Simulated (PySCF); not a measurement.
# Frontier orbitals and the lowest excitations

Species: C₂H₉BGeO₂.
Numbering: `[CH3:1][O:2][B:3]([GeH3:4])[O:5][CH3:6]` (hydrogens: H7, H8, H9 on C1; H10, H11, H12 on Ge4; H13, H14, H15 on C6)

Structure used (PBE0-D3(BJ)/def2-SVP), in Å, numbered top down from 1:
```xyz
15
C2H9BGeO2 angstrom
C      2.5262   -0.2971   -0.2621
O      1.5324    0.7018   -0.2754
B      0.2199    0.4155   -0.1255
Ge    -1.0865    2.0372   -0.1809
O     -0.1532   -0.8780    0.0427
C     -1.4744   -1.3208    0.1814
H      3.3772    0.0564   -0.8614
H      2.1566   -1.2483   -0.6737
H      2.8759   -0.4768    0.7675
H     -2.1304    1.9167   -1.3145
H     -0.3224    3.3560   -0.3944
H     -1.9045    2.1796    1.1230
H     -2.2004   -0.4905    0.1666
H     -1.7221   -2.0123   -0.6389
H     -1.5846   -1.8611    1.1344
```

Method used: TDDFT CAM-B3LYP/def2-SVPD, vertical, gas phase, core orbitals frozen in the response in PySCF. The CAM-B3LYP/def2-SVPD calculation is non-relativistic and has no spin–orbit coupling, an omission that weighs most on germanium.

Kohn–Sham orbitals with the atoms that hold most of them (Löwdin shares over 4%, at most four atoms; ? is withheld):

```tsv
orbital	ε (eV)	atoms
LUMO+2	1.48	Ge4 23%, C1 17%, B3 7%, H9 7%
LUMO+1	1.09	Ge4 27%, B3 24%, O2 17%, O5 14%
LUMO	0.84	B3 33%, Ge4 23%, C6 8%, C1 5%
HOMO	-9.28	?
HOMO-1	-9.93	?
HOMO-2	-10.50	Ge4 38%, H10 27%, H12 12%, H11 7%
HOMO-3	-10.51	Ge4 40%, H11 28%, H12 18%
```

**Question.** Give the leading atoms of the HOMO-1.

**Answer.** O2 (bonded to B and C) 37%; O5 (bonded to B and C) 26%; C1 (bonded to O and 3 H) 9%; C6 (bonded to O and 3 H) 7%. By element: oxygen 63%, carbon 16%.

**Question.** Which atoms hold the HOMO, and with what shares?

**Answer.** Ge4 (bonded to B and 3 H) 30%; B3 (bonded to Ge and 2 O) 21%; O5 (bonded to B and C) 17%; O2 (bonded to B and C) 10%. By element: germanium 30%, oxygen 27%, boron 21%.

**Question.** How does S1 compare with the orbital gap of 10.12 eV?

**Answer.** S1 is at 6.74 eV (f = 0.021), 3.38 eV below the gap, made of HOMO→LUMO+1 (94%). Its leading pair isn't HOMO and LUMO; the energies of that pair differ by 10.37 eV. 

**Question.** Give energy, strength and leading configuration of S1, S2 and S4, and follow the Löwdin shares of the leading atoms from the occupied to the empty orbital.

**Answer.** 
- S1 (6.74 eV, f 0.021), HOMO→LUMO+1 (94%): Ge4 30% → 27%, B3 21% → 24%
- S2 (7.35 eV, f 0.055), HOMO→LUMO (93%): Ge4 30% → 23%, B3 21% → 33%
- S4 (7.90 eV, f 0.0042), HOMO-1→LUMO (74%): O2 37% → at most 5%, O5 26% → at most 5%, B3 at most 8% → 33%, Ge4 at most 8% → 23%

Orbitals of the list HOMO-3 to LUMO+2 that lie within 0.01 eV of each other are written together with a slash and their weights summed (≥ marks a lower bound); for degenerate orbitals outside that list single weights are arbitrary.

Löwdin shares depend on the basis, the more so with diffuse functions.

Cost: about 1.7 min of CPU time on one thread; the machine was shared, so the figure is rough.

One conformer stands for the species.
